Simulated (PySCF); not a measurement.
Br2Si, charge -1, doublet, at a GFN2-xTB geometry (a state made from the parent by changing its charge; the spin is typed, not shown lowest); DF-BHANDHLYP/def2-SVPD (PySCF).

The PySCF input:
```python
from pyscf import gto, scf, dft

mol = gto.M(
    atom='''
Si   -0.02533964   -0.00465700    1.31997514
Br    1.11399650   -1.69753432   -0.24869921
Br   -1.10386065    1.69939712   -0.27929084
''',
    basis='def2-svpd',
    charge=-1,
    spin=1,
    verbose=4,
)

mf = dft.UKS(mol)
mf.xc = 'bhandhlyp'
mf = mf.density_fit(auxbasis='def2-universal-jkfit')
mf.kernel()
```

Question: What does PySCF print? Leave out banner, timings and long lists.

Answer: 
```
PySCF version 2.14.0

[INPUT] verbose = 4
[INPUT] num. atoms = 3
[INPUT] num. electrons = 85
[INPUT] charge = -1
[INPUT] spin (= nelec alpha-beta = 2S) = 1
[INPUT] symmetry False subgroup None
[INPUT] Mole.unit = angstrom
[INPUT] Symbol           X                Y                Z      unit          X                Y                Z       unit  Magmom
[INPUT]  1 Si    -0.025339640000  -0.004657000000   1.319975140000 AA   -0.047884979695  -0.008800454562   2.494391505834 Bohr   0.0
[INPUT]  2 Br     1.113996500000  -1.697534320000  -0.248699210000 AA    2.105148288724  -3.207874951850  -0.469973394296 Bohr   0.0
[INPUT]  3 Br    -1.103860650000   1.699397120000  -0.279290840000 AA   -2.085994308184   3.211395133675  -0.527783196700 Bohr   0.0

nuclear repulsion = 361.271215504697
number of shells = 40
number of NR pGTOs = 208
number of NR cGTOs = 106
basis = def2-svpd
ecp = {}

******** <class 'pyscf.df.df_jk.DFUKS'> ********
method = DFUKS
initial guess = minao
damping factor = 0
level_shift factor = 0
DIIS = <class 'pyscf.scf.diis.CDIIS'>
diis_start_cycle = 1
diis_space = 8
diis_damp = 0
SCF conv_tol = 1e-09
SCF conv_tol_grad = None
SCF max_cycles = 50
direct_scf = False
number electrons alpha = 43  beta = 42
XC library pyscf.dft.libxc version 7.1.2
    S. Lehtola, C. Steigemann, M. J. T. Oliveira, and M. A. L. Marques,  SoftwareX 7, 1–5 (2018)
XC functionals = bhandhlyp
    A. D. Becke,  J. Chem. Phys. 98, 1372 (1993)
    Defined through Gaussian implementation.
radial grids:
    Treutler-Ahlrichs [JCP 102, 346 (1995); DOI:10.1063/1.469408] (M4) radial grids

becke partition: Becke, JCP 88, 2547 (1988); DOI:10.1063/1.454033
pruning grids: <function nwchem_prune>
grids dens level: 3
symmetrized grids: False
atomic radii adjust function: <function treutler_atomic_radii_adjust>
small_rho_cutoff = 0
Set gradient conv threshold to 3.16228e-05
tot grids = 60032
******** <class 'pyscf.df.df.DF'> ********
auxbasis = def2-universal-jkfit
init E= -5434.72305776969

cycle= 1 E= -5437.14653178621  delta_E= -2.42  |g|= 0.215  |ddm|= 1.21
cycle= 2 E= -5437.15322317324  delta_E= -0.00669  |g|= 0.237  |ddm|= 0.772
cycle= 3 E= -5437.19035309827  delta_E= -0.0371  |g|= 0.0269  |ddm|= 0.326
cycle= 4 E= -5437.19072316222  delta_E= -0.00037  |g|= 0.0062  |ddm|= 0.0428
cycle= 5 E= -5437.19080301879  delta_E= -7.99e-05  |g|= 0.00319  |ddm|= 0.0271
cycle= 6 E= -5437.19081647092  delta_E= -1.35e-05  |g|= 0.00107  |ddm|= 0.00723
cycle= 7 E= -5437.1908204155  delta_E= -3.94e-06  |g|= 0.000395  |ddm|= 0.00589
cycle= 8 E= -5437.19082120359  delta_E= -7.88e-07  |g|= 0.000136  |ddm|= 0.0032
cycle= 9 E= -5437.19082129567  delta_E= -9.21e-08  |g|= 4.05e-05  |ddm|= 0.00116
cycle= 10 E= -5437.1908213026  delta_E= -6.93e-09  |g|= 1.3e-05  |ddm|= 0.000259
cycle= 11 E= -5437.19082130314  delta_E= -5.4e-10  |g|= 6.83e-06  |ddm|= 6.28e-05
Extra cycle  E= -5437.19082130317  delta_E= -2.36e-11  |g|= 5.65e-06  |ddm|= 1.63e-05
converged SCF energy = -5437.19082130317  <S^2> = 0.75897628  2S+1 = 2.0089562
```
